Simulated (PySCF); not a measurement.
C4H8OSi, SMILES C=C([SiH3])CC=O.

The structure is a stationary point at B3LYP-D3(BJ)/def2-SVP. The structure was generated by enumeration, and PubChem lists no compound with its InChIKey, so it may never have been made. Other conformers were not sampled.

Two levels are set side by side: PBE/def2-TZVP (PySCF) and B3LYP/def2-TZVP (PySCF). Same geometry, gas phase. Differences are taken from unrounded values.

| quantity | PBE |
|---|---|
| orbital gap (eV) | 3.71 |
| highest occupied level (eV) | -5.89 |
| lowest empty level (eV) | -2.18 |
| dipole moment (D) | 2.20 |
| mean polarisability (bohr³) | 80.9 |

**Question.** These are the PBE values. What does B3LYP give? (An estimate is asked for; the answer gives what the named calculation found.)

**Answer.** 
```json
[
 {"quantity": "orbital gap (eV)", "B3LYP": "5.82", "PBE minus B3LYP": "-2.11"},
 {"quantity": "highest occupied level (eV)", "B3LYP": "-7.13", "PBE minus B3LYP": "1.24"},
 {"quantity": "lowest empty level (eV)", "B3LYP": "-1.31", "PBE minus B3LYP": "-0.87"},
 {"quantity": "dipole moment (D)", "B3LYP": "2.40", "PBE minus B3LYP": "-0.20"},
 {"quantity": "mean polarisability (bohr³)", "B3LYP": "78.0", "PBE minus B3LYP": "2.8"}
]
```

PBE's occupied levels lie high since its potential decays too fast outside the molecule; exact exchange lowers them and widens the gap. Loosely held outer electrons make PBE densities more polarisable. Differences between two approximate levels are no errors against the true value.

Rough cost on one machine, each run with all the roots and properties that it gave: B3LYP against PBE within a factor of 2.
